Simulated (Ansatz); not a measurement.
`C#CCCCCc1ccc(-c2ccccc2)cc1`. Total charge 0; triplet. Geometry PBE-D4/def2-SVP, that of the neutral singlet; atoms count from 1.

```xyz
36

C    -4.0730    3.9544   -2.0328
C    -2.9127    3.7417   -2.3548
C    -1.5334    3.4555   -2.7390
C    -1.1592    1.9633   -2.6475
C     0.2813    1.6930   -3.0838
C     0.6968    0.2098   -3.0071
C     0.7222   -0.3408   -1.5998
C     1.8375   -0.1302   -0.7634
C     1.8562   -0.5978    0.5552
C     0.7539   -1.2965    1.0975
C     0.7716   -1.7958    2.4946
C     1.9640   -2.2790    3.0814
C     1.9790   -2.7516    4.4006
C     0.8019   -2.7501    5.1662
C    -0.3906   -2.2734    4.5981
C    -0.4053   -1.8027    3.2784
C    -0.3631   -1.5077    0.2591
C    -0.3761   -1.0399   -1.0605
H    -5.0968    4.1502   -1.7480
H    -0.8437    4.0493   -2.0975
H    -1.3614    3.8201   -3.7772
H    -1.3165    1.6144   -1.6052
H    -1.8615    1.3749   -3.2773
H     0.4225    2.0486   -4.1285
H     0.9769    2.2964   -2.4586
H     0.0031   -0.3943   -3.6304
H     1.7041    0.1010   -3.4612
H     2.7100    0.4180   -1.1550
H     2.7337   -0.3979    1.1888
H     2.8865   -2.3101    2.4817
H     2.9180   -3.1308    4.8331
H     0.8137   -3.1210    6.2024
H    -1.3180   -2.2597    5.1915
H    -1.3390   -1.4046    2.8525
H    -1.2260   -2.0739    0.6409
H    -1.2564   -1.2328   -1.6943
```

Single mean-field runs in def2-TZVP are fitted with def2-universal-jkfit. At PBE0-D4/def2-TZVP a singlet of charge 0 lies 3.57 eV below the triplet at the same geometry.

Estimate the Mulliken populations of the heavy atoms from the PBE0/def2-TZVP orbitals of Ansatz.


```csv
atom,charge (e),spin (α − β)
C1,-0.14,0.00
C2,0.00,0.00
C3,-0.33,0.00
C4,-0.24,0.00
C5,-0.18,0.02
C6,-0.21,-0.05
C7,0.21,0.56
C8,-0.23,-0.02
C9,-0.22,0.20
C10,0.21,0.44
C11,0.17,0.09
C12,-0.23,0.22
C13,-0.12,-0.11
C14,-0.12,0.37
C15,-0.12,-0.11
C16,-0.23,0.23
C17,-0.21,0.26
C18,-0.23,-0.07
```
Mulliken values and Mayer orders depend strongly on the basis.

Where does the spin sit?

Summed by element: C 2.03, H -0.03, of 2 unpaired in all. Largest on single atoms: C7 0.56, C10 0.44, C14 0.37.

And the Mayer bond orders between bonded heavy atoms (over 0.3)?

C1–C2 2.70 (1.22 Å); C2–C3 1.22 (1.46 Å); C3–C4 1.02 (1.54 Å); C4–C5 1.04 (1.53 Å); C5–C6 0.99 (1.54 Å); C6–C7 0.92 (1.51 Å); C7–C8 1.13 (1.41 Å); C7–C18 1.16 (1.41 Å); C8–C9 1.68 (1.40 Å); C9–C10 1.10 (1.41 Å); C10–C11 1.14 (1.48 Å); C10–C17 1.08 (1.41 Å); C11–C12 1.21 (1.41 Å); C11–C16 1.21 (1.41 Å); C12–C13 1.55 (1.40 Å); C13–C14 1.32 (1.40 Å); C14–C15 1.32 (1.40 Å); C15–C16 1.55 (1.40 Å); C17–C18 1.65 (1.40 Å).
